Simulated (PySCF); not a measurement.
# Se²¹⁺: ionisation energy

Se²¹⁺ [Ne] 3s2 3p1 (2P) → Se²²⁺ [Ne] 3s2 (1S), as a difference of total energies. Computed with PySCF 2.14 in an even-tempered Gaussian basis (18 s from 1.9 bohr⁻², ratio 2.5; 12 p from 2.4 bohr⁻², ratio 2.5; 5 d from 11 bohr⁻², ratio 2.7; 4 f from 17 bohr⁻², ratio 2.7), with the spin-free X2C one-electron Hamiltonian (Gaussian nucleus). Correlated levels: outer shells: 1s2 frozen; virtual orbitals above 40 to 60 times the deepest correlated orbital energy dropped. The calculations carry no spin-orbit coupling.

```json
{"method": "UHF", "ionisation energy (eV)": "886.46"}
{"method": "MP2 (outer shells)", "ionisation energy (eV)": "887.02"}
{"method": "SCS-MP2 (outer shells)", "ionisation energy (eV)": "886.91"}
{"method": "CCSD (outer shells)", "ionisation energy (eV)": "887.04"}
{"method": "CCSD(T) (outer shells)", "ionisation energy (eV)": "887.04"}
```

**Question.** How much does correlation contribute at CCSD(T) (outer shells)?

**Answer.** 887.04 − (886.46) = 0.58 eV, measured against UHF.

A first-order spin-orbit estimate (lowest level to lowest level, LS coupling) adds 5.893 eV.

Breit and QED terms and the two-electron picture change are absent.

For comparison: 887 ± 4 eV (semi-empirical (NIST evaluation); NIST Atomic Spectra Database, ionization energies).
